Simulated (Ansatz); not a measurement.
Ga₇N₇, a nanocrystal cut from zinc blende GaN (bare). Charge 0, multiplicity 1. Geometry r2SCAN-D4/def2-SVP; atoms count from 1.

```xyz
14

N    -1.920    2.160    0.501
N     0.387   -3.136    0.398
N    -0.114   -0.184    1.882
N    -1.457   -0.712   -0.982
N    -0.121    2.052   -2.093
N     1.715   -0.292   -0.750
N     1.204    2.574    0.731
Ga   -1.090   -2.469   -0.656
Ga   -1.535    0.375    0.650
Ga   -0.330    2.685   -0.341
Ga    0.125   -1.991    1.934
Ga    1.776   -2.089   -0.447
Ga    1.275    0.748    0.855
Ga    0.085    0.278   -1.683
```

Single mean-field runs in def2-TZVP are fitted with def2-universal-jkfit. The restricted singlet is unstable towards broken spin symmetry at other levels; at PBE0-D4/def2-TZVP this wasn't settled. At PBE0-D4/def2-TZVP a triplet of charge 0 lies 1.19 eV below the restricted singlet at the same geometry.

Q: Estimate the Mulliken populations from the PBE0/def2-TZVP orbitals of Ansatz.

A: 
```tsv
atom	charge (e)
N1	-0.35
N2	-0.29
N3	-0.33
N4	-0.33
N5	-0.35
N6	-0.33
N7	-0.35
Ga8	0.29
Ga9	0.37
Ga10	0.34
Ga11	0.29
Ga12	0.29
Ga13	0.37
Ga14	0.37
```
Mulliken values depend strongly on the basis.

Q: And the Mayer bond orders between heavy atoms (over 0.3)?

A: N1–Ga9 1.24 (1.83 Å); N1–Ga10 1.10 (1.87 Å); N2–Ga8 0.94 (1.93 Å); N2–Ga11 0.93 (1.93 Å); N2–Ga12 0.94 (1.93 Å); N3–Ga9 0.84 (1.96 Å); N3–Ga11 1.20 (1.82 Å); N3–Ga13 0.84 (1.96 Å); N4–Ga8 1.20 (1.82 Å); N4–Ga9 0.84 (1.96 Å); N4–Ga14 0.84 (1.96 Å); N5–Ga10 1.10 (1.87 Å); N5–Ga14 1.24 (1.83 Å); N6–Ga12 1.20 (1.82 Å); N6–Ga13 0.84 (1.96 Å); N6–Ga14 0.84 (1.96 Å); N7–Ga10 1.10 (1.87 Å); N7–Ga13 1.24 (1.83 Å).
